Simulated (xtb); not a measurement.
HO2, doublet, at a GFN2-xTB geometry; GFN1-xTB with GBSA(methanol) run with xtb.

The xtb input:
```
$ xtb mol.xyz --gfn 1 --uhf 1 --gbsa methanol --json

# file mol.xyz
3

O     -0.50300875     0.32094818     0.02100596
O      0.65391542    -0.27519835    -0.02369777
H     -1.20725328    -0.36599861     0.02153448
```

What the program printed (banner, timings and long lists left out):

```
   ID    Z sym.   atoms
    1    8 O      1, 2
    2    1 H      3

           -------------------------------------------------
          |                Calculation Setup                |
           -------------------------------------------------

           -------------------------------------------------
          |                 G F N 1 - x T B                 |
           -------------------------------------------------

      * Solvation model:               GBSA
        Solvent                        methanol
        Parameter file                 internal GFN1-xTB/GBSA
        Dielectric constant                3.3600E+01
        Reference state                gsolv [1 M gas/solution]
        Free energy shift                  2.3782E-03 Eh       1.4924E+00 kcal/mol
        Temperature                        2.9815E+02 K
        Density                            7.9200E-01 kg/L
        Solvent mass                       3.2040E+01 g/mol
        Interaction kernel             Still
        Born radius scaling (c1)           1.6509E+00
        Born radii integrator          GBOBC
        Born offset                        7.8003E-02 a0       1.4740E-01 AA
        H-bond correction              true
        Ion screening                  false
        Surface tension                    1.0000E-05 Eh       1.5569E+01 dyn/cm
        Grid points                               230 per atom

          ...................................................
          :                      SETUP                      :
          :.................................................:
          :  # basis functions                  10          :
          :  # atomic orbitals                  10          :
          :  # shells                            6          :
          :  # electrons                        13          :
          :  # halogen bonds                     0          :
          :  max. iterations                   250          :
          :  Hamiltonian                  GFN1-xTB          :
          :  restarted?                      false          :
          :  GBSA solvation                   true          :
          :  PC potential                    false          :
          :  electronic temp.          300.0000000     K    :
          :  accuracy                    1.0000000          :
          :  -> integral cutoff          0.2500000E+02      :
          :  -> integral neglect         0.1000000E-07      :
          :  -> SCF convergence          0.1000000E-05 Eh   :
          :  -> wf. convergence          0.2000000E-04 e    :
          :  Broyden damping             0.4000000          :
          :  net charge                          0          :
          :  unpaired electrons                  1          :
          ...................................................

 iter      E             dE          RMSdq      gap      omega  full diag
   1     -9.7339801 -0.973398E+01  0.446E+00   10.29       0.0  T
   2     -9.7464212 -0.124411E-01  0.258E+00    9.54       1.0  T
   3     -9.7470258 -0.604651E-03  0.114E+00    9.36       1.0  T
   4     -9.7471957 -0.169824E-03  0.102E-01    9.12       1.0  T
   5     -9.7472005 -0.485721E-05  0.123E-02    9.18       4.7  T
   6     -9.7472009 -0.394987E-06  0.201E-04    9.18     287.6  T
   7     -9.7472009 -0.922622E-10  0.195E-05    9.18    2956.1  T
   8     -9.7472009 -0.136779E-12  0.150E-07    9.18  100000.0  T

   *** convergence criteria satisfied after 8 iterations ***

         :::::::::::::::::::::::::::::::::::::::::::::::::::::
         ::                     SUMMARY                     ::
         :::::::::::::::::::::::::::::::::::::::::::::::::::::
         :: total energy              -9.727683056402 Eh    ::
         :: total w/o Gsasa/hb        -9.730149323993 Eh    ::
         :: gradient norm              0.003765412631 Eh/a0 ::
         :: HOMO-LUMO gap              9.180319740490 eV    ::
         ::.................................................::
         :: SCC energy                -9.747200918906 Eh    ::
         :: -> electrostatic           0.034758051675 Eh    ::
         :: -> Gsolv                  -0.011824152761 Eh    ::
         ::    -> Gelec               -0.014290420353 Eh    ::
         ::    -> Gsasa                0.004945319863 Eh    ::
         ::    -> Ghb                 -0.004857279057 Eh    ::
         ::    -> Gshift               0.002378226786 Eh    ::
         :: repulsion energy           0.019716075165 Eh    ::
         :: dispersion energy         -0.000198212660 Eh    ::
         :: halogen bond corr.         0.000000000000 Eh    ::
         :: add. restraining           0.000000000000 Eh    ::
         :: total charge               0.000000000000 e     ::
         :::::::::::::::::::::::::::::::::::::::::::::::::::::

           -------------------------------------------------
          |                Property Printout                |
           -------------------------------------------------

    * Orbital Energies and Occupations

         #    Occupation            Energy/Eh            Energy/eV
      -------------------------------------------------------------
         1        2.0000           -0.9038422             -24.5948
         2        2.0000           -0.7948707             -21.6295
         3        2.0000           -0.7051585             -19.1883
         4        2.0000           -0.6749186             -18.3655
         5        2.0000           -0.6603177             -17.9682
         6        2.0000           -0.5052951             -13.7498
         7        1.0000           -0.4754598             -12.9379 (HOMO)
         8                         -0.1380892              -3.7576 (LUMO)
         9                          0.0384016               1.0450
        10                          0.2967952               8.0762
      -------------------------------------------------------------
                  HL-Gap            0.3373705 Eh            9.1803 eV
             Fermi-level           -0.3985760 Eh          -10.8458 eV

  Mulliken/CM5 charges         n(s)   n(p)   n(d)
     1O    -0.17954 -0.33709   1.715  4.465  0.000
     2O    -0.26432 -0.28217   1.790  4.474  0.000
     3H     0.44386  0.61926   0.556  0.000  0.000

Wiberg/Mayer (AO) data.
largest (>0.10) Wiberg bond orders for each atom

 ---------------------------------------------------------------------------
     #   Z sym  total        # sym  WBO       # sym  WBO       # sym  WBO
 ---------------------------------------------------------------------------
     1   8 O    2.253 --     2 O    1.464     3 H    0.789
     2   8 O    1.491 --     1 O    1.464
     3   1 H    0.817 --     1 O    0.789
 ---------------------------------------------------------------------------

Topologies differ in total number of bonds
Writing topology from bond orders to xtbtopo.mol

 dipole moment from electron density (au)
     X       Y       Z
  -1.4172  -0.4138   0.0257  total (Debye):    3.753

           -------------------------------------------------
          | TOTAL ENERGY               -9.727683056402 Eh   |
          | GRADIENT NORM               0.003765412631 Eh/α |
          | HOMO-LUMO GAP               9.180319740490 eV   |
           -------------------------------------------------

normal termination of xtb
```
